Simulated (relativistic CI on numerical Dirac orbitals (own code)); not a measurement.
## Cu²⁺: resonant inelastic scattering at the M2,3 edge

Computed with this model: Dirac-Coulomb-Breit CI, separate exchange-only KLI orbitals for each configuration, model QED (radiative potential, 1s self-energy scaled to tabulated hydrogen-like ionisation energies), valence Slater integrals scaled by 0.8, Kramers-Heisenberg scattering through one core-hole configuration in a parametric crystal field; configurations [Ar] 3d9 → [Ne] 3s2 3p5 3d10; 80 K; core-hole width 1.2 eV; summed over polarisations. Incident energies are the highest absorption maxima for each field (at most a few, so the weaker spin-orbit partner edge can be absent), on the computed scale of the free ion. Intensities are in per cent of the strongest line above 0.02 eV; levels within 1 cm⁻¹ are merged; final levels count from the ground level, the first row holds all elastic scattering, lines under 0.4 are left out and each table stops after 24 rows. The scale of the Slater integrals is a model choice and moves the terms in proportion.

Field parameters in Wybourne normalisation: D4h B²₀ = −7Ds, B⁴₀ = 21(Dq − Dt), B⁴₄ = 21√(5/14) Dq; Oh B⁴₀ = 21Dq, B⁴₄ = √(5/14) B⁴₀. The field is a parameter set, without covalency.

S is read from ⟨S²⟩ = S(S + 1).

D4h, 10Dq = 15100, Ds = -970, Dt = -620 cm⁻¹:

| Final level (eV) | Degeneracy | Irrep | S | 77.5 eV | 80.1 eV |
| --- | --- | --- | --- | --- | --- |
| 0.000 | 2 | Γ6 | 0.50 | 93.0 | 30.8 |
| 0.863 | 2 | Γ7 | 0.50 | 51.0 | 24.4 |
| 2.659 | 2 | Γ7 | 0.50 | 100.0 | 5.2 |
| 2.808 | 2 | Γ7 | 0.50 | 24.1 | 46.2 |
| 2.821 | 2 | Γ6 | 0.50 | 73.6 | 47.7 |

D4h, 10Dq = 23200, Ds = 1600, Dt = -490 cm⁻¹:

| Final level (eV) | Degeneracy | Irrep | S | 77.9 eV | 80.5 eV |
| --- | --- | --- | --- | --- | --- |
| 0.000 | 2 | Γ7 | 0.50 | 103.7 | 35.2 |
| 0.490 | 2 | Γ6 | 0.50 | 56.4 | 28.8 |
| 2.878 | 2 | Γ7 | 0.50 | 95.7 | 36.1 |
| 3.738 | 2 | Γ7 | 0.50 | 100.0 | 22.8 |
| 3.834 | 2 | Γ6 | 0.50 | 27.4 | 50.1 |

Oh, 10Dq = 22150 cm⁻¹:

```csv
Final level (eV),Degeneracy,Irrep,S,77.4 eV,79.9 eV
0.000,4,Γ8,0.50,142.9,56.1
2.653,2,Γ7,0.50,100.0,5.3
2.806,4,Γ8,0.50,97.7,92.1
```

For the first field the strongest loss at the lowest incident energy is the level at 2.66 eV (S = 0.50, against 0.50 in the thermal ground state).
